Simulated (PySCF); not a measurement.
HCl₂HfO, doublet (typed; the unrestricted solution is spin-contaminated), geometry from GFN2-xTB (such geometries of metal compounds can be far from the true shape) (the multiplicity is a formal guess) (core potentials on Hf); B3LYP/def2-SVP in PySCF.

The PySCF input:
```python
from pyscf import gto, scf, dft

mol = gto.M(
    atom='''
Hf    0.16946100    0.02707656    0.08253510
Cl   -1.37580221   -1.56327809    0.19059445
Cl   -0.11392632    1.79371172   -1.21627630
O     1.47605822   -0.55850046    1.22779791
H     1.31572726   -1.39888069    1.67168072
''',
    basis='def2-svp',
    ecp={'Hf': 'def2-svp'},
    spin=1,
    verbose=4,
    symmetry=True,
)

mf = dft.UKS(mol)
mf.xc = 'b3lyp'
mf.irrep_nelec = {"A'": (23, 21), 'A"': (5, 6)}
mf.kernel()
mf.analyze()
```

Problem. Write the output that PySCF gives for this input, abridged.

Solution. 
```
PySCF version 2.14.0

[INPUT] verbose = 4
[INPUT] num. atoms = 5
[INPUT] num. electrons = 55
[INPUT] charge = 0
[INPUT] spin (= nelec alpha-beta = 2S) = 1
[INPUT] symmetry True subgroup None
[INPUT] Mole.unit = angstrom
[INPUT] Symbol           X                Y                Z      unit          X                Y                Z       unit  Magmom
[...]
nuclear repulsion = 218.501229298236
point group symmetry = Cs
symmetry origin: [ 1.64324052e-10 -5.58701638e-09 -4.10810027e-09]
symmetry axis x: [0.87534391 0.05563956 0.48028874]
symmetry axis y: [-0.19011021 -0.87373961  0.44770214]
symmetry axis z: [ 0.44455724 -0.48320114 -0.754245  ]
num. orbitals of irrep A' = 62
num. orbitals of irrep A" = 25
number of shells = 37
number of NR pGTOs = 160
number of NR cGTOs = 87
basis = def2-svp
ecp = {'Hf': 'def2-svp'}

******** <class 'pyscf.dft.uks_symm.SymAdaptedUKS'> ********
method = SymAdaptedUKS
initial guess = minao
damping factor = 0
level_shift factor = 0
DIIS = <class 'pyscf.scf.diis.CDIIS'>
diis_start_cycle = 1
diis_space = 8
diis_damp = 0
SCF conv_tol = 1e-09
SCF conv_tol_grad = None
SCF max_cycles = 50
direct_scf = True
direct_scf_tol = 1e-13
number electrons alpha = 28  beta = 27
irrep_nelec {"A'": (23, 21), 'A"': (5, 6)}
XC library pyscf.dft.libxc version 7.1.2
    S. Lehtola, C. Steigemann, M. J. T. Oliveira, and M. A. L. Marques,  SoftwareX 7, 1–5 (2018)
XC functionals = b3lyp
    P. J. Stephens, F. J. Devlin, C. F. Chabalowski, and M. J. Frisch,  J. Phys. Chem. 98, 11623 (1994)
radial grids:
    Treutler-Ahlrichs [JCP 102, 346 (1995); DOI:10.1063/1.469408] (M4) radial grids

becke partition: Becke, JCP 88, 2547 (1988); DOI:10.1063/1.454033
pruning grids: <function nwchem_prune>
grids dens level: 3
symmetrized grids: True
atomic radii adjust function: <function treutler_atomic_radii_adjust>
small_rho_cutoff = 0
Freeze 55 electrons in irreps ["A'", 'A"']
    0 free electrons in irreps
Set gradient conv threshold to 3.16228e-05
tot grids = 85448
init E= -1031.6826872431

cycle= 1 E= -1043.32020751159  delta_E= -11.6  |g|= 0.936  |ddm|= 5.46

cycle= 2 E= -1040.89909012493  delta_E= 2.42  |g|= 2.18  |ddm|= 5.23

cycle= 3 E= -1043.55699308314  delta_E= -2.66  |g|= 0.614  |ddm|= 4.69

cycle= 4 E= -1043.58300518628  delta_E= -0.026  |g|= 0.648  |ddm|= 2.22

cycle= 5 E= -1043.79750954921  delta_E= -0.215  |g|= 0.161  |ddm|= 0.72

cycle= 6 E= -1043.81140876931  delta_E= -0.0139  |g|= 0.042  |ddm|= 0.257

cycle= 7 E= -1043.80996880661  delta_E= 0.00144  |g|= 0.0616  |ddm|= 0.163

cycle= 8 E= -1043.81280476158  delta_E= -0.00284  |g|= 0.00554  |ddm|= 0.106

cycle= 9 E= -1043.81281635142  delta_E= -1.16e-05  |g|= 0.0103  |ddm|= 0.0389

cycle= 10 E= -1043.81288046421  delta_E= -6.41e-05  |g|= 0.00609  |ddm|= 0.0334

cycle= 11 E= -1043.81290498441  delta_E= -2.45e-05  |g|= 0.00382  |ddm|= 0.0283

cycle= 12 E= -1043.81291593818  delta_E= -1.1e-05  |g|= 0.000346  |ddm|= 0.02

cycle= 13 E= -1043.81291610642  delta_E= -1.68e-07  |g|= 0.000264  |ddm|= 0.0029

cycle= 14 E= -1043.8129161624  delta_E= -5.6e-08  |g|= 9.91e-05  |ddm|= 0.00106

cycle= 15 E= -1043.81291617713  delta_E= -1.47e-08  |g|= 4.58e-05  |ddm|= 0.00102

cycle= 16 E= -1043.81291617967  delta_E= -2.54e-09  |g|= 3.43e-05  |ddm|= 0.000392

cycle= 17 E= -1043.81291618031  delta_E= -6.41e-10  |g|= 1.56e-05  |ddm|= 8.91e-05

Extra cycle  E= -1043.81291617808  delta_E= 2.23e-09  |g|= 6.54e-05  |ddm|= 0.000135
converged SCF energy = -1043.81291617808  <S^2> = 1.7656701  2S+1 = 2.839486
**** SCF Summaries ****
Total Energy =                       -1043.812916178084151
Nuclear Repulsion Energy =             218.501229298236495
One-electron Energy =                -1888.877365002959777
Two-electron Energy =                  626.563219526639159
Two-electron Coulomb Energy =          698.133068116144386
DFT Exchange-Correlation Energy =      -71.569848589505284
Wave-function symmetry = A"
alpha occupancy for each irrep:     A'   A"
                                    23    5
beta  occupancy for each irrep:     A'   A"
                                    21    6
**** MO energy ****
alpha MO #1 (A' #1), energy= -101.544754223055 occ= 1
alpha MO #2 (A' #2), energy= -101.51483332359 occ= 1
alpha MO #3 (A' #3), energy= -19.1966632898536 occ= 1
alpha MO #4 (A' #4), energy= -9.50209941378941 occ= 1
alpha MO #5 (A' #5), energy= -9.47262535067573 occ= 1
alpha MO #6 (A" #1), energy= -7.2647462576216 occ= 1
alpha MO #7 (A' #6), energy= -7.26345645758829 occ= 1
alpha MO #8 (A' #7), energy= -7.26190188155934 occ= 1
alpha MO #9 (A" #2), energy= -7.23486776086981 occ= 1
alpha MO #10 (A' #8), energy= -7.23478790053199 occ= 1
alpha MO #11 (A' #9), energy= -7.23326362682218 occ= 1
alpha MO #12 (A' #10), energy= -2.45886809173901 occ= 1
alpha MO #13 (A' #11), energy= -1.34126995109422 occ= 1
alpha MO #14 (A' #12), energy= -1.31911399793105 occ= 1
alpha MO #15 (A" #3), energy= -1.30869290274148 occ= 1
alpha MO #16 (A' #13), energy= -0.995398355371478 occ= 1
alpha MO #17 (A' #14), energy= -0.836535757858647 occ= 1
alpha MO #18 (A' #15), energy= -0.816295377412137 occ= 1
alpha MO #19 (A' #16), energy= -0.534626547116787 occ= 1
alpha MO #20 (A' #17), energy= -0.431189479431428 occ= 1
alpha MO #21 (A' #18), energy= -0.400744376278046 occ= 1
alpha MO #22 (A' #19), energy= -0.371525723833515 occ= 1
alpha MO #23 (A" #4), energy= -0.365321220203214 occ= 1
alpha MO #24 (A' #20), energy= -0.363507802511204 occ= 1
alpha MO #25 (A' #21), energy= -0.353614301609633 occ= 1
alpha MO #26 (A" #5), energy= -0.351573873480325 occ= 1
alpha MO #27 (A' #22), energy= -0.184550824590886 occ= 1
alpha MO #28 (A' #23), energy= -0.0696331771363088 occ= 1
alpha MO #29 (A" #6), energy= -0.314594184666637 occ= 0
alpha MO #30 (A" #7), energy= -0.0404582421575426 occ= 0
alpha MO #31 (A" #8), energy= -0.0175083676371761 occ= 0
alpha MO #32 (A" #9), energy= -0.0039743325623891 occ= 0
alpha MO #33 (A' #24), energy= 0.000342625543784975 occ= 0
[...]
alpha MO #69 (A' #48), energy= 1.09518941590609 occ= 0
alpha MO #70 (A" #22), energy= 1.11118205850656 occ= 0
alpha MO #71 (A' #49), energy= 1.12766950036104 occ= 0
alpha MO #72 (A' #50), energy= 1.14912834125239 occ= 0
alpha MO #73 (A' #51), energy= 1.16601888622458 occ= 0
alpha MO #74 (A' #52), energy= 1.29331532397582 occ= 0
alpha MO #75 (A' #53), energy= 1.36017894174769 occ= 0
alpha MO #76 (A' #54), energy= 1.45145785486123 occ= 0
alpha MO #77 (A" #23), energy= 1.45295627939701 occ= 0
alpha MO #78 (A' #55), energy= 1.67049658447263 occ= 0
alpha MO #79 (A' #56), energy= 1.71068230161381 occ= 0
alpha MO #80 (A' #57), energy= 2.1867856063986 occ= 0
alpha MO #81 (A" #24), energy= 2.72204912595086 occ= 0
alpha MO #82 (A" #25), energy= 2.91135733967822 occ= 0
alpha MO #83 (A' #58), energy= 2.91706335145028 occ= 0
alpha MO #84 (A' #59), energy= 3.06424908163714 occ= 0
alpha MO #85 (A' #60), energy= 3.64576566991624 occ= 0
alpha MO #86 (A' #61), energy= 71.1792071089273 occ= 0
alpha MO #87 (A' #62), energy= 705.737327542122 occ= 0
beta  MO #1 (A' #1), energy= -101.547492653211 occ= 1
beta  MO #2 (A' #2), energy= -101.515792331788 occ= 1
beta  MO #3 (A' #3), energy= -19.2062566765919 occ= 1
beta  MO #4 (A' #4), energy= -9.50460835196268 occ= 1
beta  MO #5 (A' #5), energy= -9.47342688414073 occ= 1
beta  MO #6 (A" #1), energy= -7.27348381889404 occ= 1
beta  MO #7 (A' #6), energy= -7.26501177092732 occ= 1
beta  MO #8 (A' #7), energy= -7.26343142949502 occ= 1
beta  MO #9 (A" #2), energy= -7.23908412967649 occ= 1
beta  MO #10 (A' #8), energy= -7.23495877884431 occ= 1
beta  MO #11 (A' #9), energy= -7.23318377515504 occ= 1
beta  MO #12 (A' #10), energy= -2.43654886838088 occ= 1
beta  MO #13 (A' #11), energy= -1.32242114552896 occ= 1
beta  MO #14 (A' #12), energy= -1.28731392138587 occ= 1
beta  MO #15 (A" #3), energy= -1.27695097763355 occ= 1
beta  MO #16 (A' #13), energy= -1.01771968615289 occ= 1
beta  MO #17 (A' #14), energy= -0.854611296391807 occ= 1
beta  MO #18 (A' #15), energy= -0.823620302754176 occ= 1
beta  MO #19 (A' #16), energy= -0.538071899147411 occ= 1
beta  MO #20 (A" #4), energy= -0.436378866042424 occ= 1
beta  MO #21 (A' #17), energy= -0.434346826790115 occ= 1
beta  MO #22 (A" #5), energy= -0.402990696115044 occ= 1
beta  MO #23 (A' #18), energy= -0.400720898121623 occ= 1
beta  MO #24 (A" #6), energy= -0.37265269658599 occ= 1
beta  MO #25 (A' #19), energy= -0.370700762743194 occ= 1
beta  MO #26 (A' #20), energy= -0.368689648679702 occ= 1
beta  MO #27 (A' #21), energy= -0.355386081216222 occ= 1
beta  MO #28 (A' #22), energy= -0.0847759694532593 occ= 0
beta  MO #29 (A" #7), energy= -0.0243383283157423 occ= 0
beta  MO #30 (A" #8), energy= -0.00515843936136129 occ= 0
beta  MO #31 (A' #23), energy= 0.00399107128155216 occ= 0
beta  MO #32 (A" #9), energy= 0.00615594838175015 occ= 0
beta  MO #33 (A' #24), energy= 0.0157153295617271 occ= 0
beta  MO #34 (A' #25), energy= 0.0197844906774645 occ= 0
beta  MO #35 (A' #26), energy= 0.0494145443008982 occ= 0
beta  MO #36 (A' #27), energy= 0.0752510137363943 occ= 0
beta  MO #37 (A' #28), energy= 0.121643944984596 occ= 0
beta  MO #38 (A" #10), energy= 0.175270583673417 occ= 0
beta  MO #39 (A' #29), energy= 0.177749814220478 occ= 0
beta  MO #40 (A" #11), energy= 0.193478257077193 occ= 0
beta  MO #41 (A' #30), energy= 0.206665603432336 occ= 0
beta  MO #42 (A' #31), energy= 0.238647526674758 occ= 0
beta  MO #43 (A' #32), energy= 0.247856588033888 occ= 0
beta  MO #44 (A" #12), energy= 0.465191145219489 occ= 0
beta  MO #45 (A' #33), energy= 0.515170544305945 occ= 0
beta  MO #46 (A' #34), energy= 0.550449160994913 occ= 0
beta  MO #47 (A' #35), energy= 0.567134020442917 occ= 0
beta  MO #48 (A' #36), energy= 0.589924060709559 occ= 0
beta  MO #49 (A" #13), energy= 0.591903168596466 occ= 0
beta  MO #50 (A' #37), energy= 0.627760644099122 occ= 0
beta  MO #51 (A" #14), energy= 0.629504419886967 occ= 0
beta  MO #52 (A' #38), energy= 0.667502671108916 occ= 0
beta  MO #53 (A' #39), energy= 0.678481651170707 occ= 0
beta  MO #54 (A" #15), energy= 0.698071278464406 occ= 0
beta  MO #55 (A' #40), energy= 0.709818938280352 occ= 0
beta  MO #56 (A' #41), energy= 0.731557576579901 occ= 0
beta  MO #57 (A" #16), energy= 0.733297061789192 occ= 0
beta  MO #58 (A' #42), energy= 0.751015883308331 occ= 0
beta  MO #59 (A' #43), energy= 0.799114871523257 occ= 0
beta  MO #60 (A" #17), energy= 0.848453550031773 occ= 0
beta  MO #61 (A" #18), energy= 0.872893116319376 occ= 0
beta  MO #62 (A' #44), energy= 0.894739937512034 occ= 0
beta  MO #63 (A" #19), energy= 0.90251246262483 occ= 0
beta  MO #64 (A' #45), energy= 0.944018836484408 occ= 0
beta  MO #65 (A" #20), energy= 1.00437844998274 occ= 0
beta  MO #66 (A' #46), energy= 1.04545658515749 occ= 0
beta  MO #67 (A' #47), energy= 1.0544164882531 occ= 0
beta  MO #68 (A" #21), energy= 1.08165366700387 occ= 0
beta  MO #69 (A' #48), energy= 1.10422231995489 occ= 0
beta  MO #70 (A" #22), energy= 1.11391058178938 occ= 0
beta  MO #71 (A' #49), energy= 1.1329168559895 occ= 0
beta  MO #72 (A' #50), energy= 1.16209146939636 occ= 0
beta  MO #73 (A' #51), energy= 1.17486197038554 occ= 0
beta  MO #74 (A' #52), energy= 1.29666684630514 occ= 0
beta  MO #75 (A' #53), energy= 1.36560402759878 occ= 0
beta  MO #76 (A" #23), energy= 1.45558030225582 occ= 0
beta  MO #77 (A' #54), energy= 1.46015166496069 occ= 0
beta  MO #78 (A' #55), energy= 1.67314348781792 occ= 0
beta  MO #79 (A' #56), energy= 1.71714754155975 occ= 0
beta  MO #80 (A' #57), energy= 2.19103982023191 occ= 0
beta  MO #81 (A" #24), energy= 2.69312675647543 occ= 0
beta  MO #82 (A" #25), energy= 2.8827077907842 occ= 0
beta  MO #83 (A' #58), energy= 2.89851597896919 occ= 0
beta  MO #84 (A' #59), energy= 3.05751600266234 occ= 0
beta  MO #85 (A' #60), energy= 3.6397889532097 occ= 0
beta  MO #86 (A' #61), energy= 71.138294855811 occ= 0
beta  MO #87 (A' #62), energy= 705.611823549527 occ= 0
In total            28.00000 | 27.00000
Dipole moment(X, Y, Z, Debye): -0.86263, -1.19092,  0.25451
```
